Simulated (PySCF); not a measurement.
SMILES C(C(F)(F)F)C=C (C4H5F3) (GFN2-xTB optimised geometry):

```
12

C      0.739    -2.041    -2.077
C      0.012    -1.469    -1.138
C     -0.417    -0.031    -1.178
C      0.165     0.730     0.000
F      1.505     0.730     0.000
F     -0.215     2.019     0.000
F     -0.219     0.223     1.181
H      1.070    -1.503    -2.950
H      1.030    -3.075    -2.013
H     -0.308    -2.019    -0.265
H     -0.075     0.458    -2.091
H     -1.505     0.052    -1.107
```

Level of theory: PySCF with B3LYP/def2-TZVP.

Question: What are the frontier orbital energies and the dipole moment?

Answer: HOMO-2 -10.71 eV, HOMO-1 -10.09 eV, HOMO -7.86 eV, LUMO -0.43 eV, LUMO+1 1.17 eV; dipole moment 2.31 D.

Meta-Löwdin charges at B3LYP/def2-TZVP: C1 -0.25, C2 -0.10, C3 -0.24, C4 0.79, F5 -0.28, F6 -0.28, F7 -0.28, H8 0.12, H9 0.13, H10 0.12, H11 0.13, H12 0.14.
